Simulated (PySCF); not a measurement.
Cost of excited-state runs on `CNc1cn[nH]c1Br`, C$_{4}$H$_{6}$BrN$_{3}$

Molfile (atoms numbered from 1):
```
C4H6BrN3
     RDKit          3D

 14 14  0  0  0  0  0  0  0  0999 V2000
    2.1025   -0.5914   -0.1206 C   0  0  0  0  0  0  0  0  0  0  0  0
    1.1499    0.3709    0.3604 N   0  0  0  0  0  0  0  0  0  0  0  0
   -0.1796    0.2167    0.0357 C   0  0  0  0  0  0  0  0  0  0  0  0
   -0.7695   -0.5704   -0.9889 C   0  0  0  0  0  0  0  0  0  0  0  0
   -2.0913   -0.4301   -1.0239 N   0  0  0  0  0  0  0  0  0  0  0  0
   -2.3802    0.4170   -0.0546 N   0  0  0  0  0  0  0  0  0  0  0  0
   -1.2749    0.8397    0.6188 C   0  0  0  0  0  0  0  0  0  0  0  0
   -1.3397    2.0193    2.0519 Br  0  0  0  0  0  0  0  0  0  0  0  0
    3.1066   -0.3182    0.2316 H   0  0  0  0  0  0  0  0  0  0  0  0
    1.8929   -1.6326    0.1988 H   0  0  0  0  0  0  0  0  0  0  0  0
    2.1339   -0.5818   -1.2221 H   0  0  0  0  0  0  0  0  0  0  0  0
    1.3019    0.6937    1.3082 H   0  0  0  0  0  0  0  0  0  0  0  0
   -0.2729   -1.2302   -1.6981 H   0  0  0  0  0  0  0  0  0  0  0  0
   -3.3374    0.6883    0.1274 H   0  0  0  0  0  0  0  0  0  0  0  0
  1  2  1  0
  2  3  1  0
  3  4  1  0
  4  5  2  0
  5  6  1  0
  6  7  1  0
  7  8  1  0
  7  3  2  0
  1  9  1  0
  1 10  1  0
  1 11  1  0
  2 12  1  0
  4 13  1  0
  6 14  1  0
M  END
```

PySCF with density fitting, on 1 thread of an Arm Neoverse N1, shared host. Command: `OMP_NUM_THREADS=1 python excited_run.py task.json out`

Problem. How long does this run take, and how much memory?
- excited states, wB97X-D/def2-SVP; Tamm-Dancoff; spin-orbit couplings; 5 states; 5 triplets; quadratic response for 4 states

Solution. 
```csv
run,level,basis functions,wall time,peak memory (GiB)
excited states,wB97X-D/def2-SVP,160,48 s,0.81
```
Times from a shared host are rough.
